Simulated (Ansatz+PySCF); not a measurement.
# singlet SiF₄: levels of theory in one basis

```xyz
5

Si    0.0000    0.0000    0.0000
F     0.9891    0.9891    0.9891
F     0.9891   -0.9891   -0.9891
F    -0.9891    0.9891   -0.9891
F    -0.9891   -0.9891    0.9891
```

Basis set: def2-SVP (spherical functions). Frozen core: 9 orbitals. Charge 0, multiplicity 1.

Computed with Ansatz (development build ahead of 0.2.0); each method stands on the lowest determinant of its kind that the runs found.

```json
{"method": "RHF", "E − E(RHF) (eV)": "0.00", "<S²> of the determinant": "0.00"}
{"method": "RHF-MP2", "E − E(RHF) (eV)": "-23.08", "<S²> of the determinant": "–"}
{"method": "RHF-CCSD", "E − E(RHF) (eV)": "-23.18", "<S²> of the determinant": "–"}
```

Question: What does RHF-CCSD(T) give on the same scale?

Answer: -23.56 eV.

Question: Is a single determinant a sound starting point here?

Answer: By this sign, yes. Unrestricted orbitals gain 0.00 eV and <S²> is 0.00 against 0.00 for a pure state.
